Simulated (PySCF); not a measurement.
# Fractional electron number in Ni⁺ (nickel, charge +1)

The 3d beta orbital of [Ar] 3d9 is emptied in steps (occupation f), with all orbitals relaxed, ending at [Ar] 3d8. Computed with PySCF 2.14 in aug-cc-pVTZ (8s7p5d3f2g, 93 functions), with no relativity, point nucleus. The exact energy is a straight line in f; departures are measured from the line between the end points of the same method.

| f | BHandHLYP (eV) | wB97X (eV) |
| --- | --- | --- |
| 1 | 0.000 | 0.000 |
| 0.75 | -0.307 | -0.342 |
| 0.5 | -0.437 | -0.477 |
| 0.25 | -0.346 | -0.370 |
| 0 | 0.000 | 0.000 |

Question: For BHandHLYP, how does the orbital energy at f = 1 compare with the removal energy?

Answer: −ε = 16.187 eV against a total-energy difference of 17.697 eV. By Janak's theorem ε = ∂E/∂f, so the gap between them reflects the curvature. Along the path −ε is 16.791 (f = 0.75), 17.593 (f = 0.5), 18.547 (f = 0.25) eV.

```tsv
method	E(f=0) − E(f=1) (eV)	−ε at f=1 (eV)	−ε at f=0.5 (eV)
BHandHLYP	17.697	16.187	17.593
wB97X	18.463	16.734	18.388
```

Reference removal energy between the ground levels: 18.169 eV (measured; NIST Atomic Spectra Database, ionization energies). The calculation has no spin-orbit coupling. The determinant left behind need not be the lowest term of the ion.
